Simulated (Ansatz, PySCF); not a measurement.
Process, species as SMILES: CCC(C)CC → C[CH]C(C)CC + H atom (the C-H bond at the site shown breaks; other sites are not compared here)
Geometries: B3LYP-D3(BJ)/def2-TZVP minima from Ansatz (a quantum-chemistry and plane-wave program), one conformer each, not searched for the lowest. Frequencies are from Ansatz or PySCF.

Wanted: bond dissociation energy (enthalpy at 298 K, with B3LYP-D3(BJ) rigid-rotor harmonic-oscillator terms), in kJ/mol. Cores are frozen in the correlated levels unless marked. UHF or UKS for open shells. Spin-orbit coupling is left out. No relativistic terms. CBS marks a two-point X^-3 extrapolation of the correlation energy; Hartree-Fock from the larger set. The bracket is a focal-point correction in the basis named.

| level | program | bond dissociation energy (kJ/mol) |
|---|---|---|
| r2SCAN-D4/def2-TZVPD | Ansatz + dftd4 | ? |
| B97M-V/def2-TZVPD | Ansatz | 400.1 |
| B3LYP-D4/def2-TZVPD | Ansatz + dftd4 | ? |
| PBE0-D3(BJ)/def2-TZVPD | Ansatz + dftd3 | ? |
| LC-wPBE-D3(BJ)/def2-TZVPD | Ansatz + dftd3 | 393.7 |
| B2GP-PLYP-D4/def2-TZVPD | Ansatz + dftd4 | 401.6 |
| RI-MP2/CBS(cc-pVTZ,cc-pVQZ)+[CCSD(T)-MP2]/cc-pVTZ | Ansatz | 415.9 |

Complete the blanks.


- r2SCAN-D4/def2-TZVPD, bond dissociation energy (kJ/mol): 385.2
- B3LYP-D4/def2-TZVPD, bond dissociation energy (kJ/mol): 399.2
- PBE0-D3(BJ)/def2-TZVPD, bond dissociation energy (kJ/mol): 392.5
